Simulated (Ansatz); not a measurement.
Ansatz (an electronic-structure program) input (B3LYP-D3(BJ)/def2-TZVP):

Ansatz 0.2 input:
```yaml
crystal:
  periodic: [false, false, false]
  atoms:
    - {symbol: Ge, position_ang: [0.01056681, 0.02036708, 1.13339519]}
    - {symbol: I, position_ang: [1.10933777, -1.87691277, -0.53907820]}
    - {symbol: I, position_ang: [-1.12504894, 1.88278601, -0.55149541]}
basis:
  gaussian:
    orbitals: def2-TZVP
hamiltonian:
  xc: b3lyp
  dispersion: d3bj
total_charge: -1
magnetization: {spin_polarized: true, initial_magnetization: 1}
relax: {f_tol: 0.002, max_steps: 150}
```

End of the output:

```
mean field evaluation 1: about -72730.3258 eV, gradient 1.5e1 eV
mean field evaluation 2: about -72729.9301 eV, gradient 2.0e1 eV
mean field evaluation 4: about -72730.8869 eV, gradient 5.7e-1 eV
mean field evaluation 8: about -72730.9011 eV, gradient 2.1e-2 eV
mean field evaluation 16: about -72730.0336 eV, gradient 4.4e0 eV
mean field -72730.90110741 eV, -2672.8113169217 hartree, gradient 6.3e-5 eV, S^2 0.753220; 1 other end points of the search recorded, 0 dependent functions left out
the calculation of the forces begins
reference -72730.90132069 eV, -2672.8113247600 hartree; 42, 41 occupied and 106, 107 virtual orbitals, 1322 factors
relax step   1: F+E_penalty+E_count = -72731.15453028 eV  Δ(F+E_penalty+E_count) = +0.000e0 eV  max|allowed force component| = 6.103e-2 eV/Å  Δτ_max = 0.0000 Å  (37 SCF iters, accepted)
these checks for a lower state are left out or cut short: starts, cluster_reference, orbital_swaps, neighbouring_geometries, increment
integrals: 0.13 GiB planned
1322 factors; integrals over basis functions are off by at most 2.0e-4 eV
mean field: 1.44 GiB planned
mean field -72730.90032458 eV, -2672.8112881535 hartree, gradient 1.0e-5 eV, S^2 0.753221; 0 other end points of the search recorded, 0 dependent functions left out
the calculation of the forces begins
reference -72730.90053738 eV, -2672.8112959739 hartree; 42, 41 occupied and 106, 107 virtual orbitals, 1322 factors
relax step   2: F+E_penalty+E_count = -72731.15801497 eV  Δ(F+E_penalty+E_count) = -3.485e-3 eV  max|allowed force component| = 2.208e-2 eV/Å  Δτ_max = 0.0465 Å  (37 SCF iters, accepted)
these checks for a lower state are left out or cut short: starts, cluster_reference, orbital_swaps, neighbouring_geometries, increment
integrals: 0.13 GiB planned
1322 factors; integrals over basis functions are off by at most 2.0e-4 eV
mean field: 1.44 GiB planned
mean field evaluation 32: about -72730.8999 eV, gradient 1.8e-5 eV
mean field -72730.89993600 eV, -2672.8112738734 hartree, gradient 1.8e-5 eV, S^2 0.753219; 0 other end points of the search recorded, 0 dependent functions left out
the calculation of the forces begins
reference -72730.90014873 eV, -2672.8112816910 hartree; 42, 41 occupied and 106, 107 virtual orbitals, 1322 factors
relax step   3: F+E_penalty+E_count = -72731.15808857 eV  Δ(F+E_penalty+E_count) = -7.360e-5 eV  max|allowed force component| = 5.280e-3 eV/Å  Δτ_max = 0.0043 Å  (30 SCF iters, accepted)
these checks for a lower state are left out or cut short: starts, cluster_reference, orbital_swaps, neighbouring_geometries, increment
integrals: 0.13 GiB planned
1322 factors; integrals over basis functions are off by at most 2.0e-4 eV
mean field: 1.44 GiB planned
mean field -72730.89990395 eV, -2672.8112726954 hartree, gradient 3.3e-5 eV, S^2 0.753218; 0 other end points of the search recorded, 0 dependent functions left out
the calculation of the forces begins
reference -72730.90011666 eV, -2672.8112805125 hartree; 42, 41 occupied and 106, 107 virtual orbitals, 1322 factors
relax step   4: F+E_penalty+E_count = -72731.15809136 eV  Δ(F+E_penalty+E_count) = -2.791e-6 eV  max|allowed force component| = 1.530e-4 eV/Å  Δτ_max = 0.0005 Å  (25 SCF iters, accepted)
integrals: 0.13 GiB planned
1322 factors; integrals over basis functions are off by at most 2.0e-4 eV
mean field: 1.44 GiB planned
mean field -72730.89990395 eV, -2672.8112726954 hartree, gradient 3.3e-5 eV, S^2 0.753218; 2 other end points of the search recorded, 0 dependent functions left out
the calculation of the forces begins
reference -72730.90011666 eV, -2672.8112805125 hartree; 42, 41 occupied and 106, 107 virtual orbitals, 1322 factors
Total energy: -72731.15830408 eV, -2672.8207687251 hartree
Atom 0 at     0.011178     0.020357     1.168691 Å, force     0.000079    -0.000128     0.000153 eV/Å
Atom 1 at     1.084865    -1.836237    -0.556685 Å, force    -0.000023     0.000038    -0.000015 eV/Å
Atom 2 at    -1.101187     1.842120    -0.569184 Å, force    -0.000056     0.000090    -0.000138 eV/Å
Dipole moment:     0.001649     0.001549     0.149872 e Å
```
